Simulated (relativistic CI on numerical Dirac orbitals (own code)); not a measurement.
# Transition arrays of Cr V

These numbers are calculated, not measured: Dirac-Coulomb-Breit CI, KLI orbitals optimised for each configuration, a model potential for QED, valence Slater integrals scaled by 0.9, whole transition arrays (own radial code, finite nucleus).

Configurations in the expansion (outside the closed core [Ne] 3s2): 3p⁶3d², 3p⁶3d4f, 3p⁵3d³, 3p⁶3d4p, 3p⁶3d5f. Levels of other configurations are missing.

All E1 lines from the levels of 3p⁶3d²; mean and standard deviation are weighted by gf, and upper levels are sorted by their leading configuration.

```csv
Upper configuration,Lines,Σgf,Mean (eV),Mean (nm),σ (eV),Strongest line (nm)
3p⁶3d4f,74,6.3,45.22,27.417,1.29,27.522
3p⁵3d³,473,184.6,59.31,20.903,3.98,19.992
3p⁶3d4p,60,8.5,27.23,45.531,1.03,46.955
3p⁶3d5f,81,23.8,55.78,22.226,0.58,22.181
```

Σgf per state of the lower configuration in bins of 1 nm over the central range (centre: value): 19.5: 1.40, 20.5: 1.13, 21.5: 0.75, 22.5: 1.02, 23.5: 0.15, 25.5: 0.09, 26.5: 0.07, 27.5: 0.13, 28.5: 0.03, 43.5: 0.03, 44.5: 0.07.

Task: How do configuration mixing and the scaling of the Slater integrals move the arrays?

Result: Slater scale 0.9, no configuration mixing: 3p⁶3d4f 45.7 ± 1.2 eV (Σgf 21.3), 3p⁵3d³ 59.0 ± 4.1 eV (Σgf 177.9), 3p⁶3d4p 27.2 ± 1.1 eV (Σgf 8.0), 3p⁶3d5f 53.4 ± 1.3 eV (Σgf 11.5); Slater scale 1: 3p⁶3d4f 45.2 ± 1.5 eV (Σgf 5.8), 3p⁵3d³ 60.8 ± 4.4 eV (Σgf 185.1), 3p⁶3d4p 27.3 ± 1.1 eV (Σgf 8.5), 3p⁶3d5f 56.2 ± 1.0 eV (Σgf 28.2); Slater scale 0.8: 3p⁶3d4f 45.3 ± 1.1 eV (Σgf 7.0), 3p⁵3d³ 57.9 ± 3.5 eV (Σgf 182.5), 3p⁶3d4p 27.2 ± 0.9 eV (Σgf 8.4), 3p⁶3d5f 55.2 ± 0.8 eV (Σgf 21.0). With mixing, levels are counted to their leading configuration, so an array can shrink or vanish into another, and the sums then hold other lines.
